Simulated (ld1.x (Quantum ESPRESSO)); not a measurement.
**Ce PAW: all-electron and pseudo phase curves**

ld1.x (Quantum ESPRESSO) 7.5 input, shortened:

```
&input
   title='Ce', zed=58., rel=1, dft='PBE', iswitch=3,
   config='[Xe] 4f1 5d1 6s2 6p0'
 /
 &inputp
   pseudotype=3, lpaw=.true., tm=.true., lloc=-1, rcloc=1.40,
   nlcc=.true., new_core_ps=.true., rcore=1.05,
   which_augfun='BESSEL', rmatch_augfun=0.95
 /
8
5S  1  0   2.00   0.00  2.55  2.95  0.0
6S  2  0   2.00   0.00  2.55  2.95  0.0
5P  2  1   6.00   0.00  3.25  3.80  0.0
6P  3  1   0.00   0.00  3.25  3.80  0.0
5D  3  2   1.00   0.00  2.00  2.75  0.0
5D  3  2   0.00   0.20  2.00  2.75  0.0
4F  4  3   1.00   0.00  1.15  1.50  0.0
4F  4  3   0.00   0.15  1.15  1.50  0.0
 &test
   configts(1)='4f1 5s2 5p6 5d1 6s2 6p0'
 /
```

The phase is arctan(r·u′/u) with u = r·R(r), unwrapped; energies in Ry, scanned from -5 to 5 Ry. A pole is an energy at which the radial function vanishes at the test radius. The pseudo phase is shifted by a multiple of π to meet the all-electron one at the reference energy, and phase errors are pseudo minus all-electron; the curves can meet again beyond the range given. Levels narrower than the energy grid can be missing from the lists of poles.

Problem. For each channel, where are the poles, and over which energies does the pseudopotential scatter like the atom?

Solution.

| channel | radius (bohr) | reference energy (Ry) | poles, all-electron | poles, pseudo | unbroken range about the reference energy with phases within 0.05 rad | phase error 1 Ry above the reference energy (rad) |
| --- | --- | --- | --- | --- | --- | --- |
| s | 4.09 | -0.28 | -2.98, 0.61, 4.42 | -2.98, 0.68 | below 1.3 | +0.019 |
| p | 4.09 | -0.10 | -1.69, 1.30 | -1.69, 0.67, 1.67 | below 0.3 | -2.882 |
| d | 4.09 | -0.22 | -0.01, 2.62 | -0.01, 2.56 | below 3.4 | -0.001 |
| f | 4.09 | -0.40 | -0.38, 1.69, 4.63 | -0.38, 1.69, 4.63 | the whole range | -0.000 |

The ghost test of this file was not conclusive. Its overlap operator is not positive definite in a basis up to 400 Ry (lowest eigenvalue s -0.09), so the file is unfit for use: the generalised eigenproblem breaks down once the basis is large enough, and its test numbers describe a broken file.

Phases in the f channel:

```json
{"E (Ry)": "-5.00", "all-electron": "1.464", "pseudo": "1.464"}
{"E (Ry)": "-4.48", "all-electron": "1.459", "pseudo": "1.459"}
{"E (Ry)": "-3.96", "all-electron": "1.452", "pseudo": "1.452"}
{"E (Ry)": "-3.44", "all-electron": "1.444", "pseudo": "1.444"}
{"E (Ry)": "-2.92", "all-electron": "1.434", "pseudo": "1.434"}
{"E (Ry)": "-2.40", "all-electron": "1.422", "pseudo": "1.422"}
{"E (Ry)": "-1.88", "all-electron": "1.405", "pseudo": "1.405"}
{"E (Ry)": "-1.36", "all-electron": "1.381", "pseudo": "1.381"}
{"E (Ry)": "-0.84", "all-electron": "1.341", "pseudo": "1.341"}
{"E (Ry)": "-0.32", "all-electron": "-1.808", "pseudo": "-1.808"}
{"E (Ry)": "0.20", "all-electron": "-2.019", "pseudo": "-2.019"}
{"E (Ry)": "0.72", "all-electron": "-3.210", "pseudo": "-3.211"}
{"E (Ry)": "1.24", "all-electron": "-4.523", "pseudo": "-4.523"}
{"E (Ry)": "1.76", "all-electron": "-4.731", "pseudo": "-4.732"}
{"E (Ry)": "2.28", "all-electron": "-4.880", "pseudo": "-4.880"}
{"E (Ry)": "2.80", "all-electron": "-5.403", "pseudo": "-5.406"}
{"E (Ry)": "3.32", "all-electron": "-7.506", "pseudo": "-7.507"}
{"E (Ry)": "3.84", "all-electron": "-7.746", "pseudo": "-7.746"}
{"E (Ry)": "4.36", "all-electron": "-7.826", "pseudo": "-7.826"}
{"E (Ry)": "4.88", "all-electron": "-7.878", "pseudo": "-7.878"}
```
